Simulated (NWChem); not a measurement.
System: CdIF; SMILES [F][Cd][I]

The following NWChem deck was run.

```
start job
memory heap 200 mb stack 900 mb global 1100 mb
geometry units angstroms noautosym nocenter noautoz
  Cd     0.422329    -0.835817     0.000000
  F      1.028068    -2.670414     0.000000
  I     -0.383910     1.603463     0.000000
end
basis spherical
  Cd library def2-svp
  F library def2-svp
  I library def2-svp
end
ecp
  Cd library def2-ecp
  I library def2-ecp
end
dft
  xc bhlyp
  iterations 150
end
tddft
  cis
  nroots 8
  notriplet
end
task tddft energy
```

Geometry: optimised at PBE0/def2-SVP. def2 effective core potentials on Cd, I; no spin-orbit coupling.

Vertical excitations in the gas phase.

Problem. Predict the main results of this run. (BHandHLYP/def2-SVP with def2 effective core potentials on Cd, I, TDA.) Quantities: lowest excitation, singlet (eV); oscillator strength of that lowest state; lowest state with f > 0.02, singlet (eV); oscillator strength of that bright state; orbital gap (eV).

Solution. 
```yaml
lowest excitation, singlet (eV): 4.70
oscillator_strength_of_that_lowest_state: 0.017
lowest state with f > 0.02, singlet (eV): 6.39
oscillator_strength_of_that_bright_state: 0.040
orbital gap (eV): 7.39
```
